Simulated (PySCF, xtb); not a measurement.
Si(Br)(OH)(NH2)2 (BrH5N2OSi), SMILES N[Si](N)(O)Br. The values are those of a single conformer.

Harmonic wavenumbers (cm⁻¹) from GFN2-xTB run with xtb at its own minimum, in rising order: 136, 148, 177, 215, 223, 244, 265, 312, 411, 530, 545, 795, 797, 804, 852, 945, 976, 1517, 1520, 3484, 3500, 3519, 3534, 3670.

Task: What does PBE0-D3(BJ)/def2-SVP (PySCF) give at its own minimum? (Estimate from the structure and the level; the computed values follow.)

Result: 152, 175, 245, 254, 264, 280, 328, 350, 391, 430, 441, 777, 798, 828, 854, 964, 976, 1524, 1530, 3622, 3632, 3734, 3740, 3936. Paired by order, the mean absolute difference is 66 cm⁻¹ and the zero-point energies are 41.6 and 43.2 kcal/mol.
